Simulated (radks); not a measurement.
Problem. All-electron atom: Tb XXIX in [Kr] 4d1. Calculated with a radial shooting solver on a logarithmic mesh with Libxc functionals: Dirac Kohn-Sham, BLYP, spin-unpolarised, spherical densities, finite nucleus; open shells fill j = l - 1/2 first; Fermi nuclear charge, rms radius 5.06 fm. Some entries of the table are withheld. Estimate them.

orbital,occ.,eigenvalue (eV),r(max) (bohr)
1s1/2,2,-52781.55,0.01364
2s1/2,2,-9564.289,0.07766
2p1/2,2,-9140.123,0.05858
2p3/2,4,-8392.802,0.06449
3s1/2,2,-2851.814,(1)
3p1/2,2,(2),0.2063
3p3/2,4,(3),0.2185
3d3/2,4,-2199.863,0.1729
3d5/2,6,-2165.198,0.1763
4s1/2,2,-1221.078,0.4810
4p1/2,2,-1145.889,0.4798
4p3/2,4,-1100.454,0.5006
4d3/2,1,-976.6002,0.4895
4d5/2,0,-967.0038,0.4955

Solution. 
(1) 3s1/2 r(max) (bohr): 0.2191
(2) 3p1/2 eigenvalue (eV): -2669.011
(3) 3p3/2 eigenvalue (eV): -2511.462
